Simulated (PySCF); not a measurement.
Run record: excited-state job, `[CH3][Ga@H-]1[F+][Ga@@H-]([CH2]F)[Cl+]1`.

Computed with TDDFT CAM-B3LYP/def2-SVPD, vertical, gas phase, core orbitals frozen in the response (PySCF 2.14.0, density-fitted response routines). Geometry: GFN2-xTB. A driver script takes a list of jobs; this job's settings line and coordinates (Å) are shown.

Command:
```bash
OMP_NUM_THREADS=1 python probes_run.py task.json out
```

Input:
```
{"job": {"kind": "uv", "xc": "CAM-B3LYP", "basis": "def2-SVPD", "nstates": 8, "ntriplets": 3}, "charge": 0, "multiplicity": 1}
C     -2.461719    -0.860327     0.245856
Ga    -1.756676     1.009461     0.486055
F     -0.076456     0.827321     1.670093
Ga     1.518274     0.937761     0.413379
C      2.353195    -0.890512     0.191713
F      3.633172    -0.339914    -0.095733
Cl    -0.117200     1.421184    -1.092706
H     -2.872427    -0.999717    -0.757033
H     -3.235001    -1.121728     0.970058
H     -1.622026    -1.551364     0.371670
H     -2.238575     2.407658     0.942740
H      2.286112     2.202811     0.808628
H      2.497726    -1.539799     1.060418
H      2.090923    -1.503307    -0.677253
```

Problem. What does the run print?

Solution. 
```
coarse grid: 59416 points
cycle   1  E = -4589.3067016090  dE = -7.812e-01  |g| = 9.908e-01  |ddm| = 4.642e+00
cycle   2  E = -4589.2023689663  dE =  1.043e-01  |g| = 1.356e+00  |ddm| = 2.253e+00
cycle   3  E = -4589.4577940406  dE = -2.554e-01  |g| = 1.225e-01  |ddm| = 1.108e+00
cycle   4  E = -4589.4600634871  dE = -2.269e-03  |g| = 4.873e-02  |ddm| = 1.591e-01
cycle   5  E = -4589.4604342485  dE = -3.708e-04  |g| = 8.050e-03  |ddm| = 4.523e-02
cycle   6  E = -4589.4604474921  dE = -1.324e-05  |g| = 3.764e-03  |ddm| = 1.345e-02
cycle   7  E = -4589.4604500387  dE = -2.547e-06  |g| = 9.896e-04  |ddm| = 4.016e-03
final grid: 121560 points
cycle   8  E = -4589.4604702056  dE = -1.360e-07  |g| = 1.210e-03  |ddm| = 3.978e-03
cycle   9  E = -4589.4604700371  dE =  1.684e-07  |g| = 1.618e-03  |ddm| = 2.039e-03
cycle  10  E = -4589.4604704356  dE = -3.985e-07  |g| = 8.709e-05  |ddm| = 1.064e-03
cycle  11  E = -4589.4604704370  dE = -1.417e-09  |g| = 1.938e-05  |ddm| = 1.156e-04
cycle  12  E = -4589.4604704371  dE = -1.237e-10  |g| = 1.313e-05  |ddm| = 5.027e-05
converged SCF energy = -4589.4604704371

Static polarisability (au): isotropic 94.621, principal 80.006 98.533 105.325

Singlet excitations
state   eV       nm        f      main configurations
  1   6.3023    196.7   0.01651   H->L 0.81
  2   6.6872    185.4   0.00536   H-1->L 0.76
  3   7.2293    171.5   0.00862   H->L+3 0.24, H->L+5 0.23, H->L+1 0.10
  4   7.5324    164.6   0.13253   H->L+2 0.39, H->L+1 0.38
  5   7.6400    162.3   0.07028   H-1->L+1 0.47, H-1->L+2 0.11, H->L+1 0.11
  6   7.6820    161.4   0.03975   H-2->L 0.79
  7   7.9103    156.7   0.04549   H-1->L+1 0.30, H-1->L+2 0.21, H-1->L+5 0.10
  8   8.0455    154.1   0.04265   H-3->L 0.66

Triplet excitations (Tamm-Dancoff, eV): 5.8808 6.2060 6.6932
```

The SCF starts on a coarse grid where the log names one; the energy can jump when the final grid takes over, and dE then counts from the start density on the new grid. H and L stand for HOMO and LUMO; the number after each pair is its weight.

Problem. Which computed singlet has the largest oscillator strength, and what do all of them sum to?

Solution. State 4 at 7.53 eV (165 nm), f = 0.133; the 8 states sum to 0.361.

Summary of the converged run: HOMO -9.45 eV, LUMO -0.03 eV; lowest singlet 6.30 eV; lowest triplet 5.88 eV (Tamm–Dancoff); mean polarisability 94.6 au.

 Relativistic effects, spin–orbit coupling among them, are left out although an element past zinc is present.

Problem. How long does this job take on one thread of an Arm Neoverse N1, no GPU, on a shared host? And the peak memory of the process?

Solution. About 2.8 min, with 1.2 GiB resident at the peak, the Python interpreter and its libraries included.

One conformer stands for the species.
Labels such as C1 count atoms from 1, the log's own numbers from 0.
